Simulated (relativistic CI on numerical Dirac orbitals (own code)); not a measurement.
## Cu3+ in a cubic cluster: 2p photoemission with charge transfer

Computed with a charge-transfer multiplet model of a cubic metal-ligand cluster with up to 2 ligand holes, Slater and spin-orbit integrals from Dirac-Coulomb-Breit ions, Slater integrals scaled by 0.8. The ground state mixes d8 with configurations of k ligand holes L, whose averages lie at kΔ + k(k − 1)U_dd/2; a core hole lowers each added d electron by U_cd. 300 K, Lorentzian 0.6 eV and Gaussian 0.8 eV FWHM.

Atomic integrals in eV (Slater integrals scaled, ζ unscaled), ground: F2dd 11.066, F4dd 6.905, zeta_d 0.110; with the core hole: F2dd 12.413, F4dd 7.786, zeta_d 0.150, zeta_core 13.370, F2cd 7.564, G1cd 5.867, G3cd 3.340.

Cluster parameters (eV): Δ = -0.3, U_dd = 6.7, U_cd = 8.6, 10Dq = 0.7, 10Dq(ligand) = 0.1, final-state hopping factor = 1.

Weights, n_d and S are thermal averages at 300 K. Binding energies count from the first peak over 30 % of the highest in each spectrum, which can be another peak from case to case. The parameters are a model scan and need not match a compound or its usual spin state. Peaks in eV (height, largest 100): 0.0 (100), 7.0 (35), 14.1 (10), 16.9 (6), 20.3 (49), 27.2 (26), 34.6 (9).

Question: Which parameters give this spectrum?
A. V(eg) = 2.9 eV, V(t2g) = -1.41 eV
B. V(eg) = 2.3 eV, V(t2g) = -1.12 eV
C. V(eg) = 3.8 eV, V(t2g) = -1.85 eV
D. V(eg) = 3.5 eV, V(t2g) = -1.7 eV
E. V(eg) = 2.6 eV, V(t2g) = -1.26 eV

Answer: E. V(eg) = 2.6 eV, V(t2g) = -1.26 eV; the ground state then has 8.55 d electrons and S = 1.00. The choice follows from running the model for each set and comparing peak positions and heights.
